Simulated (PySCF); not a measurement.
# Cr: ionisation energy

Cr [Ar] 3d5 4s1 (7S) → Cr⁺ [Ar] 3d5 (6S), as a difference of total energies. Calculation: PySCF 2.14, in Sapporo-DKH3-DZP-2012 (6s5p3d1f, 43 functions); scalar relativity by spin-free X2C-1e. Correlated levels: valence: [Ar] frozen. The calculations carry no spin-orbit coupling.

| method | ionisation energy (eV) |
| --- | --- |
| UHF | 6.013 |
| M06-2X | 6.616 |
| B3LYP | 7.109 |
| MP2 (valence) | 6.448 |
| SCS-MP2 (valence) | 6.158 |

Errors of the correlated levels include the incompleteness of this basis and the frozen core.

Question: Which method comes closest to the reference value, and which is furthest?

Answer: The reference is 6.767 eV (measured; NIST Atomic Spectra Database, ionization energies). Closest: M06-2X (error -0.151 eV); furthest: UHF (error -0.754 eV).
